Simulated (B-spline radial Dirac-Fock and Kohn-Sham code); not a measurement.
Relativistic shifts of the levels of Co³⁺

System: Co³⁺, 1s2 2s2 2p6 3s2 3p6 3d6.

Both columns are ΔSCF binding energies of the configuration average from an atomic code on a B-spline grid: non-relativistic Hartree-Fock with a point nucleus, and Dirac-Fock with a finite nucleus and the Coulomb interaction alone, averaged over the two j levels with weights 2j+1.

| shell | Hartree-Fock (eV) | Dirac-Fock (eV) | shift (eV) | shift (%) |
| --- | --- | --- | --- | --- |
| 1s | 7702.1 | 7779.0 | +76.88 | +1.00 |
| 2s | 971.4 | 987.7 | +16.33 | +1.68 |
| 2p | 840.6 | 843.7 | +3.13 | +0.37 |
| 3s | 158.1 | 160.7 | +2.65 | +1.68 |
| 3p | 116.7 | 117.3 | +0.57 | +0.48 |
| 3d | 53.44 | 53.09 | -0.34 | -0.64 |

Relativity binds 1s, 2s, 2p, 3s, 3p more strongly, among those listed most of all 2s in relative terms, and 3d more weakly, because the contracted s and p shells screen the nucleus better.

Values without a named source are computed, but for edge energies of neutral atoms, which are taken from tables.
